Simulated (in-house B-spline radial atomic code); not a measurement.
Cr is squeezed into an impenetrable sphere of radius R (the orbitals vanish at R). No spin polarisation. Caution: exact exchange at fractional occupations of open shells leaves self-interaction of up to several eV. All numbers are computed (non-relativistic B3LYP, spherical fractional occupations; point nucleus) with a radial B-spline atomic code at the basis-set limit, not measured.

Energies in eV above the free atom in [Ar] 3d5 4s1:

```tsv
R (bohr)	highest level (eV)	[Ar] 3d5 4s1	[Ne] 3s2 3p5 3d5 4s1 4d1	[Ne] 3s2 3p5 3d6 4s1	-dE/dV in [Ar] 3d5 4s1 (GPa)
8.3	-3	0.123	55.15	45.06	0.149
6.06	-1.89	1.105	59.45	45.97	2.6
5.43	-1.1	2.097	62.39	46.91	6.33
4.14	4	8.502	76.86	53.16	49.2
3.54	10.7	17.51	93.97	62.24	152
2.83	29.7	46.37	142.1	91.9	753
2.8	31.1	48.53	145.5	94.13	812
2.32	64.5	107.9	232.7	155.4	3170
1.75	174	352.4	550.1	404.7	23500
1.22	541	1453	1833	1504	253000
```

Question: Does [Ne] 3s2 3p5 3d5 4s1 4d1 fall below [Ar] 3d5 4s1 under compression?

Answer: No, it stays above over the whole range.

Question: Does [Ne] 3s2 3p5 3d6 4s1 fall below [Ar] 3d5 4s1 under compression?

Answer: No, it stays above over the whole range.

The highest level is first positive in the row R = 4.14 bohr, pushed up by confinement above the zero of the free ion's potential. Each configuration is held fixed and needn't be the lowest in the sphere.
